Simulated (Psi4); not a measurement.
Approach curve of the dimer CO ··· H6Si2 (SMILES [C-]#[O+] and [SiH3][SiH3]). Monomers: optimised at B3LYP-D3(BJ) (def2-TZVP), held rigid. Orientation: a random orientation, not optimised. The monomers approach along the line of their centres of mass (distance R); nothing else relaxes.

Geometry at R = 4.67 Å (first 2 atoms: monomer A):
```
10

C      0.5625     0.0000     0.0000
O     -0.5625     0.0000     0.0000
Si     4.2763    -2.4705     1.3978
Si     4.0220    -1.4385    -0.6918
H      4.9652    -3.7753     1.2467
H      2.9508    -2.7037     2.0211
H      5.0804    -1.6119     2.3012
H      3.2178    -2.2970    -1.5952
H      3.3332    -0.1336    -0.5407
H      5.3475    -1.2053    -1.3152
```

Computed with Psi4 with SAPT0/jun-cc-pVDZ, frozen core.

Components in kJ/mol:

```
R / Å  electrostatics  exchange  induction  dispersion  total
-----  --------------  --------  ---------  ----------  -----
4.08           -17.20     57.50      -5.23      -11.66  23.41
4.26           -10.14     35.18      -3.10       -8.49  13.45
4.47            -5.37     19.47      -1.68       -5.95   6.48
4.67            -2.88     10.91      -0.93       -4.29   2.82
4.84            -1.66      6.60      -0.56       -3.28   1.10
5.06            -0.78      3.40      -0.29       -2.34  -0.02
5.37            -0.24      1.31      -0.11       -1.50  -0.54
5.65            -0.06      0.54      -0.05       -1.03  -0.59
6.14             0.02      0.11      -0.01       -0.56  -0.44
6.87             0.02      0.01       0.00       -0.25  -0.23
7.89             0.01      0.00       0.00       -0.10  -0.09
9.19             0.00      0.00       0.00       -0.04  -0.03
```
